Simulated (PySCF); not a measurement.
Simulated Si 2p region for `[SiH3][SiH2][GeH3]`, binding energy against the vacuum level.

Every computed line was given a Gaussian of 0.4 eV full width at half maximum and an area set by the number of equivalent atoms (split 2:1 within a doublet); the highest printed point is 100. Method: delta-SCF UKS SCAN, pcX-2 on the ionised atom, pcseg-1 elsewhere, spin-free X2C (PySCF 2.14.0).

```json
{"binding energy (eV)": "105.8", "intensity": "1"}
{"binding energy (eV)": "105.9", "intensity": "3"}
{"binding energy (eV)": "106.0", "intensity": "11"}
{"binding energy (eV)": "106.1", "intensity": "29"}
{"binding energy (eV)": "106.2", "intensity": "57"}
{"binding energy (eV)": "106.3", "intensity": "84"}
{"binding energy (eV)": "106.4", "intensity": "100"}
{"binding energy (eV)": "106.5", "intensity": "99"}
{"binding energy (eV)": "106.6", "intensity": "84"}
{"binding energy (eV)": "106.7", "intensity": "64"}
{"binding energy (eV)": "106.8", "intensity": "50"}
{"binding energy (eV)": "106.9", "intensity": "48"}
{"binding energy (eV)": "107.0", "intensity": "51"}
{"binding energy (eV)": "107.1", "intensity": "51"}
{"binding energy (eV)": "107.2", "intensity": "43"}
{"binding energy (eV)": "107.3", "intensity": "29"}
{"binding energy (eV)": "107.4", "intensity": "15"}
{"binding energy (eV)": "107.5", "intensity": "6"}
{"binding energy (eV)": "107.6", "intensity": "2"}
{"binding energy (eV)": "107.7", "intensity": "0"}
```

Question: Count the maxima, the lines and the sites behind this envelope.

Answer: The curve has 2 maxima (at 106.4 and 107.0 eV). Under it lie 4 lines from 2 inequivalent silicon sites, each drawn as a 2p3/2, 2p1/2 pair. At this width some lines have no maximum of their own.

Question: Decompose the envelope and assign each component. Numbering: `[SiH3:1][SiH2:2][GeH3:3]`.

Answer: 
```
position (eV)  relative area      line  atoms   environment
       106.32           0.67  Si 2p3/2    Si2  SiH2 silicon
       106.56           0.67  Si 2p3/2    Si1  SiH3 silicon
       106.95           0.33  Si 2p1/2    Si2  SiH2 silicon
       107.18           0.33  Si 2p1/2    Si1  SiH3 silicon
```

The 2 Si 2p3/2 values lie within 0.24 eV of each other.

Shake-up satellites, vibrational structure and lifetime widths aren't simulated. Spin–orbit coupling isn't in the SCF: each 2p doublet comes from a relaxed spin-free hole plus a matrix of the shell (mean-field spin–orbit coupling and the ground-state 2p splitting), with 2p3/2 averaged over its two sublevels. 2p1/2 minus 2p3/2 (ligand field included): Si 0.62 eV. Geometry: PBE0-D3(BJ)/def2-SVP; no solvent, vibrations or thermal averaging.

On an Arm Neoverse V1 with one thread, no GPU, shared host with 32 logical CPUs at a one-minute load of 14, this took 21 s and 0.43 GiB of memory at its peak.
